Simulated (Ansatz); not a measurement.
H₄HfS₄ (`[SH][Hf]([SH])([SH])[SH]`) at its PBE0-D4/def2-TZVP geometry, where that method's forces vanish. Charge 0, multiplicity 1. Hf takes the def2 core potential.

| atom | x (Å) | y (Å) | z (Å) |
| --- | --- | --- | --- |
| S1 | 0.692 | 2.199 | -0.756 |
| Hf2 | 0.001 | 0.000 | 0.000 |
| S3 | 1.911 | -1.316 | 0.711 |
| S4 | -1.127 | -1.048 | -1.875 |
| S5 | -1.474 | 0.164 | 1.920 |
| H6 | 0.346 | 2.735 | 0.432 |
| H7 | 2.745 | -0.504 | 0.031 |
| H8 | -0.543 | -2.229 | -1.590 |
| H9 | -2.552 | -0.002 | 1.128 |

(1) For each bond, give half the difference of the two atoms' forces along it (eV/Å; positive pushes the atoms apart) under PBE-D4, r2SCAN-D4, B3LYP-D4, ωB97M-V in def2-TZVPP. (Estimate.)

Results:

(1) The calculation gave: 
```
  bond  length (Å)  PBE-D4  r2SCAN-D4  B3LYP-D4  ωB97M-V
S1–Hf2       2.426    0.08       0.06      0.10     0.04
 S1–H6       1.348    0.24       0.00     -0.02    -0.07
Hf2–S3       2.426    0.08       0.06      0.10     0.04
Hf2–S4       2.426    0.08       0.06      0.10     0.04
Hf2–S5       2.426    0.08       0.06      0.10     0.04
 S3–H7       1.348    0.24       0.00     -0.02    -0.07
 S4–H8       1.348    0.24       0.00     -0.02    -0.07
 S5–H9       1.348    0.24       0.00     -0.02    -0.07
```

B3LYP here is the variant with VWN-RPA as its local correlation; programs differ in this.

Computed with Ansatz.
